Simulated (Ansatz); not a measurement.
Calculated with Ansatz (gas phase, PBE0-D4/def2-TZVP geometries, no zero-point term in ΔE). CCSD(T)/CBS is the MP2 limit (def2-TZVPP, def2-QZVPP) plus CCSD(T) − MP2 in def2-TZVPP, frozen cores. This one scheme is used for every species. DFT in def2-TZVPP. B3LYP here is the variant with VWN-RPA as its local correlation; programs differ in this. HSE06 is defined as in plane-wave codes. For Ge outer-core shells are correlated without core-valence functions, which leaves a few kJ/mol of doubt a bond. Scalar relativity is left out up to krypton. Each species was taken in one conformer, which may not be the lowest.

Consider the formal exchange of groups at a Ge–B bond: `[BH2][GeH2][F]` + `C=CC` → `C=C[CH2][GeH2][F]` + BH₃.

`[BH2][GeH2][F]`:

Cartesian coordinates in Å:
```
B 0.411 -0.209 1.175
Ge -0.326 0.138 -0.709
F 0.974 0.083 -1.880
H 1.570 -0.410 1.365
H -0.343 -0.208 2.102
H -0.953 1.536 -0.874
H -1.332 -0.930 -1.179
```

`C=CC`:

Cartesian coordinates in Å:
```
C -0.208 -1.336 0.300
C -0.526 -0.062 0.126
C 0.424 1.010 -0.285
H 0.807 -1.692 0.148
H -0.946 -2.070 0.600
H -1.556 0.248 0.291
H 0.103 1.482 -1.219
H 0.469 1.804 0.467
H 1.432 0.617 -0.428
```

`C=C[CH2][GeH2][F]`:

Cartesian coordinates in Å:
```
C 0.259 0.010 -2.071
C 0.594 -0.384 -0.849
C -0.368 -0.712 0.236
Ge -0.336 0.639 1.649
F 1.304 0.650 2.256
H -0.779 0.095 -2.378
H 1.013 0.257 -2.809
H 1.647 -0.452 -0.586
H -1.393 -0.779 -0.142
H -0.122 -1.664 0.716
H -0.598 2.059 1.123
H -1.221 0.282 2.856
```

BH₃:

```xyz
4

B     0.000    0.000    0.000
H     0.977   -0.332   -0.600
H    -0.532   -0.766    0.744
H    -0.445    1.098   -0.144
```

Q: Is it downhill or uphill in electronic energy at CCSD(T)/CBS, and by how much? (An estimate is asked.)

A: Computed: Nearly level: ΔE = -1.5 kJ/mol.

Q: What do these levels give: r2SCAN0-D4, ωB97X-V, B3LYP, r2SCANh, HSE06, BHLYP? (Best estimate.)

A: The calculation gave: r2SCAN0-D4 3.0, ωB97X-V 1.3, B3LYP 8.3, r2SCANh 5.4, HSE06 9.2, BHLYP 4.7 kJ/mol.

Largest T1 diagnostic among the species: 0.012.

From BLYP to BHLYP (50 % exact exchange), in def2-TZVPP and without D4, ΔE moves by −6.4 kJ/mol. The D4 term adds −6.7 kJ/mol with B3LYP and −3.9 kJ/mol with PBE0; it sums over pairs of atoms, weighted by their polarisabilities, and B3LYP, whose exchange is more repulsive, gets the larger term.
